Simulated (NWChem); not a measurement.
System: C3H7NSi; SMILES C1[SiH2]CCN=1

The following NWChem deck was run.

```
start job
memory heap 200 mb stack 900 mb global 1100 mb
geometry units angstroms noautoz
  C      1.347476     0.174097    -0.000375
  N      0.813715     1.330890     0.000413
  C     -0.638170     1.376406     0.001786
  C     -1.337286    -0.006186     0.000580
  Si     0.088439    -1.247822    -0.001935
  H      2.447045     0.117869    -0.000951
  H     -0.936557     1.976978     0.877870
  H     -0.938638     1.979956    -0.871523
  H     -1.981809    -0.133695    -0.882156
  H     -1.980250    -0.135754     0.884154
  H      0.166186    -2.121346    -1.213633
  H      0.166403    -2.126377     1.206089
end
basis spherical
  * library sto-3g
end
dft
  xc hfexch
  iterations 150
  mulliken
end
task dft energy
```

Output (shortened):

```
             Northwest Computational Chemistry Package (NWChem) 7.3.0
             --------------------------------------------------------

 CS  symmetry detected

                             Geometry "geometry" -> ""
                             -------------------------

 Output coordinates in angstroms (scale by  1.889725989 to convert to a.u.)

  No.       Tag          Charge          X              Y              Z
 ---- ---------------- ---------- -------------- -------------- --------------
    1 C                    6.0000     1.34135923     0.18850874     0.00000000
    2 N                    7.0000     0.78276592     1.33351711     0.00000000
    3 C                    6.0000    -0.66976369     1.34770073     0.00000000
    4 C                    6.0000    -1.33888866    -0.04965285     0.00000000
    5 Si                  14.0000     0.11329231    -1.26024297     0.00000000
    6 H                    1.0000     2.44188550     0.15601560     0.00000000
    7 H                    1.0000    -0.98211089     1.94316289     0.87469811
    8 H                    1.0000    -0.98211089     1.94316289    -0.87469811
    9 H                    1.0000    -1.97970944    -0.19204915    -0.88315590
   10 H                    1.0000    -1.97970944    -0.19204915     0.88315590
   11 H                    1.0000     0.21003009    -2.13440046    -1.20986300
   12 H                    1.0000     0.21003009    -2.13440046     1.20986300

 Effective nuclear repulsion energy (a.u.)     219.7045372974

      Symmetry information
      --------------------

 Group name             Cs
 Group number              2
 Group order               2
 No. of unique centers     9

  xc_inp: hfexch multiplicative factor not found.

                                 NWChem DFT Module
                                 -----------------

 Summary of "ao basis" -> "ao basis" (spherical)
 ------------------------------------------------------------------------------
       Tag                 Description            Shells   Functions and Types
 ---------------- ------------------------------  ------  ---------------------
 C                           sto-3g                  3        5   2s1p
 N                           sto-3g                  3        5   2s1p
 Si                          sto-3g                  5        9   3s2p
 H                           sto-3g                  1        1   1s

      Symmetry analysis of basis
      --------------------------

        a'         27
        a"          9

            General Information
            -------------------
          SCF calculation type: DFT
          Wavefunction type:  closed shell.
          No. of atoms     :    12
          No. of electrons :    46
           Alpha electrons :    23
            Beta electrons :    23
          Charge           :     0
          Spin multiplicity:     1
          Use of symmetry is: on ; symmetry adaption is: on
          Maximum number of iterations: 150
          AO basis - number of functions:    36
                     number of shells:    24
          Convergence on energy requested:  1.00D-06
          Convergence on density requested:  1.00D-05
          Convergence on gradient requested:  5.00D-04

              XC Information
              --------------
                     Hartree-Fock (Exact) Exchange  1.000

      Superposition of Atomic Density Guess
      -------------------------------------

 Sum of atomic energies:        -453.86797554

      Non-variational initial energy
      ------------------------------

 Total energy =    -454.752721
 1-e energy   =   -1067.762802
 2-e energy   =     393.305544
 HOMO         =      -0.104365
 LUMO         =       0.200469

      Symmetry analysis of molecular orbitals - initial
      -------------------------------------------------

  Numbering of irreducible representations:

     1 a'          2 a"

  Orbital symmetries:

     1 a'          2 a'          3 a'          4 a'          5 a'
     6 a'          7 a'          8 a"          9 a'         10 a'
    11 a'         12 a'         13 a'         14 a'         15 a"
    16 a'         17 a'         18 a"         19 a"         20 a'
    21 a'         22 a"         23 a'         24 a"         25 a'
    26 a'         27 a"         28 a'         29 a'         30 a"
    31 a'         32 a'         33 a'

     ---------------------------------------------
      Total Density - Mulliken Population Analysis
     ---------------------------------------------

    Atom       Charge   Shell Charges
 -----------   ------   -------------------------------------------------------
    1 C    6     5.84   1.99  1.33  2.51
    2 N    7     7.64   2.00  1.68  3.96
    3 C    6     5.85   1.99  1.26  2.60
    4 C    6     6.30   1.99  1.35  2.95
    5 Si  14    13.16   2.00  1.99  5.88  1.28  2.01
    6 H    1     0.96   0.96
    7 H    1     0.98   0.98
    8 H    1     0.98   0.98
    9 H    1     0.96   0.96
   10 H    1     0.96   0.96
   11 H    1     1.19   1.19
   12 H    1     1.19   1.19

   convergence    iter        energy       DeltaE   RMS-Dens  Diis-err
 ---------------- ----- ----------------- --------- --------- ---------
 d= 0,ls=0.0,diis     1   -455.5572472444 -6.75D+02  2.15D-02  3.54D-01
 d= 0,ls=0.0,diis     2   -455.6106046326 -5.34D-02  8.35D-03  1.19D-01
 d= 0,ls=0.0,diis     3   -455.6261417941 -1.55D-02  2.84D-03  3.27D-03
 d= 0,ls=0.0,diis     4   -455.6272234935 -1.08D-03  7.83D-04  4.53D-04
 d= 0,ls=0.0,diis     5   -455.6273347182 -1.11D-04  5.94D-04  7.65D-05
  Resetting Diis
 d= 0,ls=0.0,diis     6   -455.6273663970 -3.17D-05  8.58D-05  2.26D-06
 d= 0,ls=0.0,diis     7   -455.6273671670 -7.70D-07  1.27D-05  1.01D-07
 d= 0,ls=0.0,diis     8   -455.6273671978 -3.08D-08  8.08D-06  1.79D-08

         Total DFT energy =     -455.627367197799
      One electron energy =    -1065.281600504883
           Coulomb energy =      435.134556730556
    Exchange-Corr. energy =      -45.184860720827
 Nuclear repulsion energy =      219.704537297355

 Numeric. integr. density =        0.000000000000

                  Occupations of the irreducible representations
                  ----------------------------------------------

                     irrep           alpha         beta
                     --------     --------     --------
                     a'               18.0         18.0
                     a"                5.0          5.0

                       DFT Final Molecular Orbital Analysis
                       ------------------------------------

 Vector   21  Occ=2.000000D+00  E=-3.810184D-01  Symmetry=a'
              MO Center= -6.4D-01, -3.4D-01, -2.6D-16, r^2= 2.6D+00
   Bfn.  Coefficient  Atom+Function         Bfn.  Coefficient  Atom+Function
  ----- ------------  ---------------      ----- ------------  ---------------
    18      0.408376   4 C  px               19     -0.403818   4 C  py
    27     -0.324680   5 Si px               28      0.275709   5 Si py
    14      0.218594   3 C  py                8      0.203461   2 N  px
    35     -0.192973  11 H  s                36     -0.192973  12 H  s
    33     -0.139489   9 H  s                34     -0.139489  10 H  s

 Vector   22  Occ=2.000000D+00  E=-3.331603D-01  Symmetry=a"
              MO Center=  6.7D-01,  6.1D-01, -2.0D-17, r^2= 2.6D+00
   Bfn.  Coefficient  Atom+Function         Bfn.  Coefficient  Atom+Function
  ----- ------------  ---------------      ----- ------------  ---------------
     5      0.570022   1 C  pz               10      0.570459   2 N  pz
    31     -0.215813   7 H  s                32      0.215813   8 H  s
    35      0.199347  11 H  s                36     -0.199347  12 H  s
    15     -0.188023   3 C  pz               29     -0.091379   5 Si pz
    20      0.079504   4 C  pz               33     -0.075153   9 H  s

 Vector   23  Occ=2.000000D+00  E=-2.906360D-01  Symmetry=a'
              MO Center=  7.2D-01,  7.4D-01,  9.2D-17, r^2= 2.4D+00
   Bfn.  Coefficient  Atom+Function         Bfn.  Coefficient  Atom+Function
  ----- ------------  ---------------      ----- ------------  ---------------
     9      0.591693   2 N  py                7      0.400874   2 N  s
     8      0.349020   2 N  px                4     -0.299219   1 C  py
    27      0.266193   5 Si px               30     -0.229796   6 H  s
    19      0.223458   4 C  py               13     -0.220338   3 C  px
    28      0.196150   5 Si py                3     -0.145305   1 C  px

 Vector   24  Occ=0.000000D+00  E= 3.038494D-01  Symmetry=a"
              MO Center=  9.3D-01,  6.0D-01, -2.3D-16, r^2= 1.8D+00
   Bfn.  Coefficient  Atom+Function         Bfn.  Coefficient  Atom+Function
  ----- ------------  ---------------      ----- ------------  ---------------
    10     -0.760840   2 N  pz                5      0.750532   1 C  pz
    29      0.233213   5 Si pz               35      0.200223  11 H  s
    36     -0.200223  12 H  s                31      0.173842   7 H  s
    32     -0.173842   8 H  s                25     -0.068773   5 Si pz
    15     -0.059865   3 C  pz               33      0.038058   9 H  s

 Vector   25  Occ=0.000000D+00  E= 4.455348D-01  Symmetry=a'
              MO Center= -1.1D-01, -7.9D-01,  8.4D-17, r^2= 2.4D+00
   Bfn.  Coefficient  Atom+Function         Bfn.  Coefficient  Atom+Function
  ----- ------------  ---------------      ----- ------------  ---------------
    27      1.007448   5 Si px                2     -0.404046   1 C  s
    18      0.399095   4 C  px               17      0.346227   4 C  s
     4      0.342454   1 C  py               13      0.320794   3 C  px
    19     -0.298409   4 C  py               23     -0.294856   5 Si px
     3      0.210071   1 C  px               26     -0.200355   5 Si s

 Vector   26  Occ=0.000000D+00  E= 4.792218D-01  Symmetry=a'
              MO Center=  3.7D-01, -1.5D+00,  2.5D-14, r^2= 2.4D+00
   Bfn.  Coefficient  Atom+Function         Bfn.  Coefficient  Atom+Function
  ----- ------------  ---------------      ----- ------------  ---------------
    26      1.212225   5 Si s                35     -0.694768  11 H  s
    36     -0.694768  12 H  s                 2     -0.525508   1 C  s
     4      0.316824   1 C  py               17     -0.267678   4 C  s
    22     -0.232238   5 Si s                18     -0.228951   4 C  px
    27      0.224585   5 Si px                3      0.176859   1 C  px

     ---------------------------------------------
      Total Density - Mulliken Population Analysis
     ---------------------------------------------

    Atom       Charge   Shell Charges
 -----------   ------   -------------------------------------------------------
    1 C    6     6.14   1.99  1.22  2.93
    2 N    7     7.25   2.00  1.65  3.60
    3 C    6     6.04   1.99  1.18  2.87
    4 C    6     6.29   1.99  1.23  3.06
    5 Si  14    13.27   2.00  1.99  5.89  1.19  2.20
    6 H    1     0.95   0.95
    7 H    1     0.93   0.93
    8 H    1     0.93   0.93
    9 H    1     0.95   0.95
   10 H    1     0.95   0.95
   11 H    1     1.15   1.15
   12 H    1     1.15   1.15

     -------------------------------------------
      Total Density - Lowdin Population Analysis
     -------------------------------------------

    Atom       Charge   Shell Charges
 -----------   ------   -------------------------------------------------------
    1 C    6     6.14   1.99  1.13  3.02
    2 N    7     7.16   1.99  1.50  3.67
    3 C    6     5.99   1.98  1.04  2.97
    4 C    6     6.22   1.99  1.08  3.15
    5 Si  14    13.32   2.00  1.98  5.84  1.12  2.38
    6 H    1     0.98   0.98
    7 H    1     0.97   0.97
    8 H    1     0.97   0.97
    9 H    1     0.98   0.98
   10 H    1     0.98   0.98
   11 H    1     1.15   1.15
   12 H    1     1.15   1.15

     Multipole analysis of the density
     ---------------------------------

     L   x y z        total         alpha         beta         nuclear
     -   - - -        -----         -----         ----         -------
     0   0 0 0     -0.000000    -23.000000    -23.000000     46.000000

     1   1 0 0     -0.403532     -0.201766     -0.201766     -0.000000
     1   0 1 0     -0.724459     -0.362229     -0.362229     -0.000000
     1   0 0 1     -0.000000     -0.000000     -0.000000      0.000000

     2   2 0 0    -26.547630    -92.783682    -92.783682    159.019733
     2   1 1 0     -1.998535      2.150169      2.150169     -6.298873
     2   1 0 1     -0.000000     -0.000000     -0.000000      0.000000
     2   0 2 0    -28.826665   -126.133791   -126.133791    223.440918
     2   0 1 1      0.000000      0.000000      0.000000      0.000000
     2   0 0 2    -26.410279    -23.949863    -23.949863     21.489448
```

Level: Hartree-Fock/STO-3G. Geometry: optimised at PBE0/def2-SVP. No frequency run checked for a minimum.
